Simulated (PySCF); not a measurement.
## Electronic structure of Kr²⁺ (krypton, charge +2) at the UHF level

Configuration: [Ar] 3d10 4s2 4p4, high-spin 3P determinant. Calculation: PySCF 2.14, in Sapporo-DKH3-DZP-2012 (6s5p3d1f, 43 functions); scalar relativity by spin-free X2C-1e.

```
Total energy                                                  : -2786.772480 hartree
One-electron energy                                           : -3843.2827 hartree
Hartree (Coulomb) energy                                      : 1151.3885 hartree
Exchange energy                                               : -94.8783 hartree
⟨S²⟩                                                          : 2.0061
⟨L²⟩                                                          : 2.019
Sum of ⟨r⟩                                                    : 21.25 bohr
Sum of ⟨r²⟩                                                   : 25.88 bohr²
Traceless quadrupole moment −½Σ⟨3z² − r²⟩ along its main axis : -1.49 e·bohr²
Langevin diamagnetic susceptibility                           : -20.5 ×10⁻⁶ cm³/mol
Time after the integrals                                      : 0.63 s of wall time on 1 thread of Neoverse-V1 (shared host)
```

| shell | electrons | mean orbital energy (eV) | spread (eV) | rms radius, mean of both spins (bohr) |
| --- | --- | --- | --- | --- |
| 1s α | 1 | -14430.1 | 0 | 0.0478 |
| 1s β | 1 | -14429.7 | 0 | 0.0478 |
| 2s α | 1 | -1986.5 | 0 | 0.199 |
| 2s β | 1 | -1986.3 | 0 | 0.199 |
| 2p α | 3 | -1754.7 | 0.297 | 0.177 |
| 2p β | 3 | -1754.3 | 0.138 | 0.177 |
| 3s α | 1 | -331.31 | 0 | 0.565 |
| 3s β | 1 | -330.67 | 0 | 0.565 |
| 3p α | 3 | -254.96 | 0.888 | 0.581 |
| 3p β | 3 | -254.11 | 0.130 | 0.581 |
| 3d α | 5 | -127.89 | 0.833 | 0.610 |
| 3d β | 5 | -127.45 | 0.440 | 0.610 |
| 4s α | 1 | -57.572 | 0 | 1.62 |
| 4s β | 1 | -50.795 | 0 | 1.62 |
| 4p α | 3 | -37.942 | 2.127 | 1.87 |
| 4p β | 1 | -35.089 | 0 | 1.87 |

Densities and radii are taken from the X2C orbitals without a picture-change correction, which distorts them close to the nucleus.
